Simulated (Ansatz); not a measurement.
Frontier orbitals of C2H10Si2 (`C[SiH](C)[SiH3]`).

Charge 0, multiplicity 1. All single points use the PBE0-D4/def2-TZVP geometry. Basis def2-TZVPP, Ansatz.

| functional | HOMO (eV) | LUMO (eV) |
| --- | --- | --- |
| PBE0 | -7.74 | 0.39 |

**Question.** Give HOMO and LUMO (eV) with LDA (SPW92), PBE, revPBE, BLYP, r2SCAN, B97M-V, B3LYP, r2SCANh, r2SCAN0, HSE06 (plane-wave form), BHLYP, CAM-B3LYP, LC-ωPBE, ωB97X-V, ωB97M-V, HF. (Estimate.)

**Answer.** The calculation gave: 
```json
{"functional": "LDA (SPW92)", "HOMO": "-6.69", "LUMO": "-0.58"}
{"functional": "PBE", "HOMO": "-6.62", "LUMO": "-0.41"}
{"functional": "revPBE", "HOMO": "-6.59", "LUMO": "-0.33"}
{"functional": "BLYP", "HOMO": "-6.50", "LUMO": "-0.29"}
{"functional": "r2SCAN", "HOMO": "-6.87", "LUMO": "-0.07"}
{"functional": "B97M-V", "HOMO": "-6.97", "LUMO": "-0.37"}
{"functional": "B3LYP", "HOMO": "-7.56", "LUMO": "0.19"}
{"functional": "r2SCANh", "HOMO": "-7.28", "LUMO": "0.21"}
{"functional": "r2SCAN0", "HOMO": "-7.90", "LUMO": "0.61"}
{"functional": "HSE06 (plane-wave form)", "HOMO": "-7.35", "LUMO": "0.02"}
{"functional": "BHLYP", "HOMO": "-8.79", "LUMO": "1.18"}
{"functional": "CAM-B3LYP", "HOMO": "-9.04", "LUMO": "1.34"}
{"functional": "LC-ωPBE", "HOMO": "-10.33", "LUMO": "2.49"}
{"functional": "ωB97X-V", "HOMO": "-10.02", "LUMO": "2.33"}
{"functional": "ωB97M-V", "HOMO": "-9.78", "LUMO": "1.98"}
{"functional": "HF", "HOMO": "-10.41", "LUMO": "3.18"}
```

B3LYP here is the variant with VWN-RPA as its local correlation; programs differ in this. LC-ωPBE has ω = 0.4 bohr⁻¹. Positive LUMOs are unbound and depend on the basis.
